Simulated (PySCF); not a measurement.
Molfile (atoms numbered from 1):
```
C6H14Si2
     RDKit          3D

 22 23  0  0  0  0  0  0  0  0999 V2000
   -2.4447    0.4298   -0.6592 C   0  0  0  0  0  0  0  0  0  0  0  0
   -2.2291   -0.9164    0.0489 C   0  0  0  0  0  0  0  0  0  0  0  0
   -0.9140   -0.6840    1.4124 Si  0  0  0  0  0  4  0  0  0  0  0  0
    0.1407    1.0810    0.2774 Si  0  0  1  0  0  4  0  0  0  0  0  0
    1.8937    0.7343   -0.2755 C   0  0  0  0  0  0  0  0  0  0  0  0
    2.8429   -0.0632    0.5859 C   0  0  0  0  0  0  0  0  0  0  0  0
    2.2941   -0.6699   -0.6623 C   0  0  0  0  0  0  0  0  0  0  0  0
   -1.1238    1.0389   -1.1532 C   0  0  0  0  0  0  0  0  0  0  0  0
   -3.1507    0.3106   -1.4995 H   0  0  0  0  0  0  0  0  0  0  0  0
   -2.9309    1.1340    0.0406 H   0  0  0  0  0  0  0  0  0  0  0  0
   -3.1737   -1.3231    0.4433 H   0  0  0  0  0  0  0  0  0  0  0  0
   -1.8406   -1.6587   -0.6711 H   0  0  0  0  0  0  0  0  0  0  0  0
   -0.1070   -1.9234    1.6499 H   0  0  0  0  0  0  0  0  0  0  0  0
   -1.5401   -0.2847    2.7130 H   0  0  0  0  0  0  0  0  0  0  0  0
    0.0695    2.3865    1.0107 H   0  0  0  0  0  0  0  0  0  0  0  0
    2.3628    1.5307   -0.8658 H   0  0  0  0  0  0  0  0  0  0  0  0
    3.8942    0.2368    0.5967 H   0  0  0  0  0  0  0  0  0  0  0  0
    2.4790   -0.4419    1.5465 H   0  0  0  0  0  0  0  0  0  0  0  0
    2.9633   -0.7934   -1.5181 H   0  0  0  0  0  0  0  0  0  0  0  0
    1.5516   -1.4692   -0.5632 H   0  0  0  0  0  0  0  0  0  0  0  0
   -1.2835    2.0349   -1.5960 H   0  0  0  0  0  0  0  0  0  0  0  0
   -0.6939    0.4039   -1.9487 H   0  0  0  0  0  0  0  0  0  0  0  0
  1  2  1  0
  2  3  1  0
  3  4  1  0
  4  5  1  0
  5  6  1  0
  6  7  1  0
  4  8  1  0
  8  1  1  0
  7  5  1  0
  1  9  1  0
  1 10  1  0
  2 11  1  0
  2 12  1  0
  3 13  1  0
  3 14  1  0
  4 15  1  1
  5 16  1  0
  6 17  1  0
  6 18  1  0
  7 19  1  0
  7 20  1  0
  8 21  1  0
  8 22  1  0
M  END
```

Geometry: PBE0-D3(BJ)/def2-SVP; GIAO shifts from PySCF, gas phase, non-relativistic, averaged over equivalent atoms.

At mPW1PW91/pcSseg-1 (220 basis functions, 41 s wall time on 1 thread of an Arm Neoverse V2, shared host):
```
atoms  δ (ppm)
   C1     27.0
   C8     15.8
   C2     11.9
   C6      6.4
   C7      3.5
   C5     -6.8
  Si4    -15.0
  Si3    -72.3
  H15     4.41
  H13     3.46
  H14     3.45
   H9     2.23
  H21     1.40
  H11     1.25
  H10     0.93
  H17     0.70
  H19     0.59
  H22     0.46
  H12     0.33
  H18     0.20
  H20     0.06
  H16    -0.20
```

Shifts are taken against calculated references (same method and geometry level): ¹³C (183.54 ppm), ²⁹Si (350.83 ppm), ¹H (31.32 ppm) against TMS.

Problem. What do these become at PBE0/pcSseg-1?

Solution. 
| atoms | δ at PBE0/pcSseg-1 | change |
| --- | --- | --- |
| C1 | 27.0 | +0.0 |
| C8 | 15.9 | +0.1 |
| C2 | 11.9 | +0.0 |
| C6 | 6.4 | +0.0 |
| C7 | 3.4 | -0.1 |
| C5 | -6.9 | -0.1 |
| Si4 | -15.3 | -0.3 |
| Si3 | -74.0 | -1.7 |
| H15 | 4.46 | +0.05 |
| H13 | 3.49 | +0.03 |
| H14 | 3.47 | +0.02 |
| H9 | 2.25 | +0.02 |
| H21 | 1.43 | +0.03 |
| H11 | 1.28 | +0.03 |
| H10 | 0.93 | +0.00 |
| H17 | 0.70 | +0.00 |
| H19 | 0.59 | +0.00 |
| H22 | 0.47 | +0.01 |
| H12 | 0.33 | +0.00 |
| H18 | 0.20 | +0.00 |
| H20 | 0.06 | +0.00 |
| H16 | -0.19 | +0.01 |

Chemical shifts δ = σref − σ; ¹³C (σ = 184.41 ppm), ²⁹Si (σ = 351.99 ppm), ¹H (σ = 31.27 ppm) vs TMS, all at this level.

The largest change is at Si3 (silicon bonded to C, Si, 2 H, in a 5-membered ring). Cost: 220 basis functions, 44 s wall time on 1 thread of an Arm Neoverse V2, shared host. The order of the carbon signals is the same at both levels.
